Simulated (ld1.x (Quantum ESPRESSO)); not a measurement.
## Mo (Z = 42) ultrasoft: all-electron and pseudo phase curves

```
Element                 : Mo (Z = 42)
Generator               : ld1.x (Quantum ESPRESSO) 7.5
Type                    : ultrasoft
Functional              : PBE
Relativity              : scalar-relativistic
Frozen core             : [Ar] 3d10 4s2
Valence charge          : 12
Reference configuration : 4p6 4d5 5s0.5 5p0 (charge +0.5)
Partial waves           : 5s (bound): rcut 2.40, rcutus 2.75 bohr; 5s channel at 0.85 Ry: rcut 2.40, rcutus 2.75 bohr; 4p (bound): rcut 2.00, rcutus 2.65 bohr; 5p (bound, empty): rcut 2.00, rcutus 2.65 bohr; 4d (bound): rcut 2.00, rcutus 2.20 bohr; 4d channel at 0.05 Ry: rcut 2.00, rcutus 2.20 bohr
Local potential         : all-electron potential smoothed inside 2.35 bohr (lloc = -2)
Core correction         : a·sin(br)/r model core, default radius (core density twice the valence density)
Augmentation charge     : PSQ, inside the norm-conserving radii
```

The phase is arctan(r·u′/u) with u = r·R(r), unwrapped; energies in Ry, scanned from -5 to 5 Ry. A pole is an energy at which the radial function vanishes at the test radius. The pseudo phase is shifted by a multiple of π to meet the all-electron one at the reference energy, and phase errors are pseudo minus all-electron; the curves can meet again beyond the range given. Levels narrower than the energy grid can be missing from the lists of poles.

| channel | radius (bohr) | reference energy (Ry) | poles, all-electron | poles, pseudo | unbroken range about the reference energy with phases within 0.05 rad | phase error 1 Ry above the reference energy (rad) |
| --- | --- | --- | --- | --- | --- | --- |
| s | 2.98 | -0.50 | -4.95, 1.26 | 1.26, 3.14 | -4.9 to 2.7 | -0.000 |
| p | 2.98 | -0.25 | -3.03, 2.27 | -3.03, 2.44 | below 3.8 | +0.010 |
| d | 2.98 | -0.51 | -0.22, 4.20 | -0.22, 4.22 | the whole range | -0.000 |

Phases in the s channel:

| E (Ry) | all-electron | pseudo |
| --- | --- | --- |
| -5.00 | 1.292 | -1.738 |
| -4.48 | -1.744 | -1.750 |
| -3.96 | -1.762 | -1.765 |
| -3.44 | -1.782 | -1.784 |
| -2.92 | -1.810 | -1.811 |
| -2.40 | -1.850 | -1.851 |
| -1.88 | -1.916 | -1.917 |
| -1.36 | -2.050 | -2.051 |
| -0.84 | -2.459 | -2.460 |
| -0.32 | -3.804 | -3.805 |
| 0.20 | -4.437 | -4.437 |
| 0.72 | -4.619 | -4.619 |
| 1.24 | -4.709 | -4.709 |
| 1.76 | -4.772 | -4.773 |
| 2.28 | -4.829 | -4.837 |
| 2.80 | -4.898 | -4.973 |
| 3.32 | -5.006 | -7.991 |
| 3.84 | -5.255 | -8.178 |
| 4.36 | -6.195 | -8.601 |
| 4.88 | -7.291 | -10.020 |
